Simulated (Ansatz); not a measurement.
A nudged elastic band was laid between two geometries of AlClF2H2O (7 atoms, charge 0, multiplicity 1).

Method: Ansatz, RHF/def2-SVP.

| Item | Value |
| --- | --- |
| movable images | 7 |
| climbing image | yes |
| spring | 5.0 eV/Å² |
| optimiser | quadratic models (default) |
| start path | through a guess of the saddle point |
| force threshold | 0.03 eV/Å |
| iteration limit | 60 |
| end points | relaxed |

Image 0:

```xyz
7
Properties=species:S:1:pos:R:3
Al 0.043 -0.054 0.217
Cl -0.044 0.755 2.165
F 1.441 0.181 -0.623
F -1.355 -0.117 -0.669
O 0.047 -1.957 0.621
H -0.631 -2.474 0.197
H 0.188 -2.273 1.507
```

Image 8:

```xyz
7
Properties=species:S:1:pos:R:3
Al -0.005 -0.462 -0.201
Cl 0.091 0.070 2.333
F 1.394 0.284 -0.637
F -1.411 0.280 -0.629
O 0.001 -2.106 0.175
H -0.533 -2.810 -0.146
H 0.153 -1.195 2.519
```

(1) Which bonds break or form, and what moves?

(2) Give the energies along the band, and the barrier.

(3) What is the geometry of the highest image?

(4) What are the harmonic wavenumbers there?

Results:

(1) Bonds broken: O5–H7. Bonds formed: Cl2–H7.

(2) The forces met the threshold. The highest image is number 5 of 0 to 8, 1.63 eV above the first end and 0.23 eV above the last; the last end lies 1.40 eV above the first. A vibrational analysis at the climbing image gives one clearly imaginary mode, 998i cm⁻¹: a first-order saddle point. The orbitals stay closed-shell, which can raise the energy where a bond breaks towards radicals; this wasn't checked here.

```csv
image,path coordinate (Å),energy (eV),O5–H7 (Å),Cl2–H7 (Å)
0,0.00,0.00,0.95,3.11
1,0.35,0.01,0.95,2.93
2,0.70,0.06,0.95,2.59
3,1.04,0.27,0.96,2.19
4,1.39,0.99,1.07,1.78
5,1.74,1.63,1.40,1.43
6,2.07,1.50,1.78,1.31
7,2.40,1.41,2.14,1.29
8,2.73,1.40,2.52,1.28
```

(3) 
```xyz
7
Properties=species:S:1:pos:R:3
Al 0.008 -0.319 -0.075
Cl 0.064 0.005 2.297
F 1.424 0.198 -0.725
F -1.396 0.269 -0.692
O -0.044 -1.959 0.556
H -0.339 -2.798 0.241
H -0.026 -1.335 1.812
```

(4) 998i, 111, 159, 198, 258, 277, 364, 541, 705, 786, 895, 931, 996, 1718, 4220 cm⁻¹.

The run took 4.1 min on 1 thread of Arm Neoverse V1 (shared host), peak memory 0.16 GiB.
